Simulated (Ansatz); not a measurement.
Consider the hydrogenolysis of a Ge–Si bond: `B[SiH2][GeH2][SiH3]` + H₂ → `B[SiH2][GeH3]` + SiH₄.

Calculated with Ansatz (gas phase, PBE0-D4/def2-TZVP geometries, no zero-point term in ΔE). CBS: MP2 limit from def2 TZ/QZ plus the TZ coupled-cluster correction, frozen cores. This one scheme is used for every species. Functionals use def2-TZVPP. B3LYP here is the variant with VWN-RPA as its local correlation; programs differ in this. HSE06 is defined as in plane-wave codes. For Ge outer-core shells are correlated without core-valence functions, which leaves a few kJ/mol of doubt a bond. Scalar relativity is left out up to krypton. One conformer a species, not always the lowest.

`B[SiH2][GeH2][SiH3]`:

Cartesian coordinates in Å:
```
B 0.167 1.509 -1.716
Si 0.962 1.515 0.101
Ge -0.490 -0.037 1.224
Si -0.431 -2.167 0.168
H 0.480 0.676 -2.515
H -0.722 2.255 -2.003
H 2.337 0.952 0.197
H 0.908 2.810 0.832
H -1.932 0.504 1.224
H -0.038 -0.158 2.693
H 0.971 -2.655 0.100
H -1.252 -3.160 0.911
H -0.961 -2.044 -1.216
```

H₂:

```xyz
2

H    -0.315   -0.177   -0.092
H     0.315    0.177    0.092
```

`B[SiH2][GeH3]`:

Z-matrix (Å, degrees):
```
Si
Ge 1 2.400
B 1 1.985 2 101.7
H 1 1.488 2 107.0 3 -121.5
H 1 1.488 2 107.0 3 121.5
H 2 1.538 1 109.7 3 179.5
H 2 1.538 1 110.8 3 59.7
H 2 1.538 1 110.8 3 -60.7
H 3 1.196 1 120.8 2 86.7
H 3 1.196 1 120.8 2 -86.8
```

SiH₄:

```xyz
5

Si    0.000    0.000    0.000
H    -1.130   -0.799    0.538
H     1.160   -0.101    0.921
H    -0.413    1.421   -0.122
H     0.382   -0.521   -1.337
```

```json
{"level": "LDA (SPW92)", "ΔE (kJ/mol)": "7.0", "difference from CCSD(T)/CBS": "2.8"}
{"level": "revPBE-D4", "ΔE (kJ/mol)": "14.4", "difference from CCSD(T)/CBS": "10.2"}
{"level": "BLYP-D4", "ΔE (kJ/mol)": "5.5", "difference from CCSD(T)/CBS": "1.3"}
{"level": "r2SCAN-D4", "ΔE (kJ/mol)": "6.6", "difference from CCSD(T)/CBS": "2.4"}
{"level": "B97M-V", "ΔE (kJ/mol)": "-5.2", "difference from CCSD(T)/CBS": "-9.4"}
{"level": "B3LYP-D4", "ΔE (kJ/mol)": "1.6", "difference from CCSD(T)/CBS": "-2.6"}
{"level": "r2SCANh-D4", "ΔE (kJ/mol)": "5.6", "difference from CCSD(T)/CBS": "1.4"}
{"level": "r2SCAN0-D4", "ΔE (kJ/mol)": "3.9", "difference from CCSD(T)/CBS": "-0.3"}
{"level": "HSE06-D4", "ΔE (kJ/mol)": "8.0", "difference from CCSD(T)/CBS": "3.8"}
{"level": "CAM-B3LYP-D4", "ΔE (kJ/mol)": "-6.6", "difference from CCSD(T)/CBS": "-10.8"}
{"level": "ωB97X-V", "ΔE (kJ/mol)": "-2.3", "difference from CCSD(T)/CBS": "-6.5"}
{"level": "ωB97M-V", "ΔE (kJ/mol)": "-1.2", "difference from CCSD(T)/CBS": "-5.4"}
{"level": "B2PLYP", "ΔE (kJ/mol)": "-5.9", "difference from CCSD(T)/CBS": "-10.1"}
{"level": "PBE-QIDH", "ΔE (kJ/mol)": "1.3", "difference from CCSD(T)/CBS": "-2.9"}
{"level": "PBE", "ΔE (kJ/mol)": "5.1", "difference from CCSD(T)/CBS": "0.9"}
{"level": "revPBE", "ΔE (kJ/mol)": "2.6", "difference from CCSD(T)/CBS": "-1.6"}
{"level": "BLYP", "ΔE (kJ/mol)": "-8.6", "difference from CCSD(T)/CBS": "-12.8"}
{"level": "r2SCAN", "ΔE (kJ/mol)": "4.4", "difference from CCSD(T)/CBS": "0.2"}
{"level": "PBE0", "ΔE (kJ/mol)": "0.9", "difference from CCSD(T)/CBS": "-3.3"}
{"level": "B3LYP", "ΔE (kJ/mol)": "-10.4", "difference from CCSD(T)/CBS": "-14.6"}
{"level": "r2SCANh", "ΔE (kJ/mol)": "3.1", "difference from CCSD(T)/CBS": "-1.1"}
{"level": "r2SCAN0", "ΔE (kJ/mol)": "1.2", "difference from CCSD(T)/CBS": "-3.0"}
{"level": "HSE06", "ΔE (kJ/mol)": "1.2", "difference from CCSD(T)/CBS": "-3.0"}
{"level": "BHLYP", "ΔE (kJ/mol)": "-16.2", "difference from CCSD(T)/CBS": "-20.4"}
{"level": "CAM-B3LYP", "ΔE (kJ/mol)": "-14.2", "difference from CCSD(T)/CBS": "-18.4"}
{"level": "LC-ωPBE", "ΔE (kJ/mol)": "-5.2", "difference from CCSD(T)/CBS": "-9.4"}
{"level": "HF/def2-SVP", "ΔE (kJ/mol)": "-36.4", "difference from CCSD(T)/CBS": "-40.6"}
{"level": "MP2/def2-SVP", "ΔE (kJ/mol)": "-7.9", "difference from CCSD(T)/CBS": "-12.1"}
{"level": "CCSD/def2-SVP", "ΔE (kJ/mol)": "-16.5", "difference from CCSD(T)/CBS": "-20.7"}
{"level": "CCSD(T)/def2-SVP", "ΔE (kJ/mol)": "-12.6", "difference from CCSD(T)/CBS": "-16.8"}
{"level": "HF/def2-TZVPP", "ΔE (kJ/mol)": "-31.0", "difference from CCSD(T)/CBS": "-35.2"}
{"level": "MP2/def2-TZVPP", "ΔE (kJ/mol)": "4.5", "difference from CCSD(T)/CBS": "0.3"}
{"level": "SCS-MP2/def2-TZVPP", "ΔE (kJ/mol)": "-4.4", "difference from CCSD(T)/CBS": "-8.6"}
{"level": "CCSD/def2-TZVPP", "ΔE (kJ/mol)": "-5.7", "difference from CCSD(T)/CBS": "-9.9"}
{"level": "CCSD(T)/def2-TZVPP", "ΔE (kJ/mol)": "-0.3", "difference from CCSD(T)/CBS": "-4.5"}
{"level": "HF/def2-QZVPP", "ΔE (kJ/mol)": "-31.8", "difference from CCSD(T)/CBS": "-36.0"}
{"level": "MP2/def2-QZVPP", "ΔE (kJ/mol)": "6.7", "difference from CCSD(T)/CBS": "2.5"}
{"level": "SCS-MP2/def2-QZVPP", "ΔE (kJ/mol)": "-2.5", "difference from CCSD(T)/CBS": "-6.7"}
{"level": "HF/CBS(def2)", "ΔE (kJ/mol)": "-32.0", "difference from CCSD(T)/CBS": "-36.2"}
{"level": "CCSD/CBS(def2)", "ΔE (kJ/mol)": "-1.2", "difference from CCSD(T)/CBS": "-5.4"}
{"level": "CCSD(T)/CBS", "ΔE (kJ/mol)": "4.2", "difference from CCSD(T)/CBS": "0"}
```

Largest T1 diagnostic among the species: 0.013.

From r2SCAN to r2SCAN0 (25 % exact exchange), in def2-TZVPP and without D4, ΔE moves by −3.2 kJ/mol. At CCSD(T), def2-SVP lies −16.8 kJ/mol from the extrapolated value and def2-TZVPP −4.5 kJ/mol.

CCSD(T)/CBS has its own doubt, a few kJ/mol and more with outer-core shells, so smaller differences from it don't rank the levels.
